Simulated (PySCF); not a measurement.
C6H18SSi2, SMILES C[Si](C)(C)S[Si](C)(C)C. Atoms are numbered in the order given.

```xyz
27

C     -3.1600     0.5288    -1.0947
Si    -1.7394     0.0014     0.0201
C     -2.0670    -1.7292     0.6882
C     -1.5574     1.2213     1.4459
S      0.0000     0.0000    -1.2809
Si     1.7394    -0.0014     0.0201
C      3.1600    -0.5288    -1.0947
C      2.0670     1.7292     0.6882
C      1.5574    -1.2213     1.4459
H     -3.2639    -0.1577    -1.9500
H     -2.9953     1.5429    -1.4911
H     -4.1107     0.5252    -0.5355
H     -1.2546    -2.0729     1.3455
H     -2.1597    -2.4487    -0.1404
H     -3.0063    -1.7464     1.2669
H     -1.3275     2.2312     1.0726
H     -2.5019     1.2711     2.0138
H     -0.7624     0.9248     2.1469
H      2.9953    -1.5429    -1.4911
H      4.1107    -0.5252    -0.5355
H      3.2639     0.1577    -1.9500
H      3.0063     1.7464     1.2669
H      2.1597     2.4487    -0.1404
H      1.2546     2.0729     1.3455
H      2.5019    -1.2711     2.0138
H      1.3275    -2.2312     1.0726
H      0.7624    -0.9248     2.1469
```
Charge 0, spin multiplicity 1.

Geometry: B3LYP-D3(BJ)/def2-SVP. The isomer is the one that the SMILES or the coordinates give; other isomers of the formula were not compared. Other conformers were not sampled.

Calculation: r2SCAN/def2-SVP run with PySCF.

Atomic charges (e):

```csv
atom,Löwdin,IAO
C1,…,-0.70
Si2,…,1.02
C3,…,-0.71
C4,…,-0.71
S5,…,-0.48
Si6,…,1.02
C7,…,-0.70
C8,…,-0.71
C9,…,-0.71
H10,…,0.15
H11,…,0.15
H12,…,0.15
H13,…,0.15
H14,…,0.15
H15,…,0.15
H16,…,0.15
H17,…,0.15
H18,…,0.14
H19,…,0.15
H20,…,0.15
H21,…,0.15
H22,…,0.15
H23,…,0.15
H24,…,0.15
H25,…,0.15
H26,…,0.15
H27,…,0.14
```

Task: Some entries are withheld; supply them. (The exact figures need the calculation; the answer reports its results.)

Result: 
- C1, Löwdin: -0.27
- Si2, Löwdin: 0.52
- C3, Löwdin: -0.27
- C4, Löwdin: -0.27
- S5, Löwdin: -0.14
- Si6, Löwdin: 0.52
- C7, Löwdin: -0.27
- C8, Löwdin: -0.27
- C9, Löwdin: -0.27
- H10, Löwdin: 0.04
- H11, Löwdin: 0.04
- H12, Löwdin: 0.04
- H13, Löwdin: 0.04
- H14, Löwdin: 0.04
- H15, Löwdin: 0.04
- H16, Löwdin: 0.04
- H17, Löwdin: 0.04
- H18, Löwdin: 0.03
- H19, Löwdin: 0.04
- H20, Löwdin: 0.04
- H21, Löwdin: 0.04
- H22, Löwdin: 0.04
- H23, Löwdin: 0.04
- H24, Löwdin: 0.04
- H25, Löwdin: 0.04
- H26, Löwdin: 0.04
- H27, Löwdin: 0.03

Task: Give the Mayer and Wiberg (Löwdin basis) orders of the bonds. (The exact figures need the calculation; the answer reports its results.)

Result: 
```csv
bond,Mayer,Wiberg
C1–Si2,1.03,1.01
Si2–C3,1.02,1.00
Si2–C4,1.01,1.00
Si2–S5,1.00,1.16
S5–Si6,1.00,1.16
Si6–C7,1.03,1.01
Si6–C8,1.02,1.00
Si6–C9,1.01,1.00
C1–H10,0.95,0.97
C1–H11,0.96,0.97
C1–H12,0.95,0.96
C3–H13,0.95,0.96
C3–H14,0.95,0.96
C3–H15,0.95,0.96
C4–H16,0.95,0.96
C4–H17,0.94,0.96
C4–H18,0.95,0.96
C7–H19,0.96,0.97
C7–H20,0.95,0.96
C7–H21,0.95,0.97
C8–H22,0.95,0.96
C8–H23,0.95,0.96
C8–H24,0.95,0.96
C9–H25,0.94,0.96
C9–H26,0.95,0.96
C9–H27,0.95,0.96
```
